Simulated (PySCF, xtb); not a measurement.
Br₂Ni, SMILES [Br][Ni-][Br] (connectivity only; charge and spin as stated), charge -1, multiplicity 2.

Harmonic wavenumbers (cm⁻¹) from xtb with GFN2-xTB at its own minimum, in rising order: 62, 62, 148, 299.

Question: What does B3LYP-D3(BJ)/def2-SVPD in PySCF 2.14.0 give at its own minimum? (The exact figures need the calculation; the answer reports its results.)

Answer: 78, 78, 179, 316. Paired by order, the mean absolute difference is 20 cm⁻¹ and the zero-point energies are 0.8 and 0.9 kcal/mol.
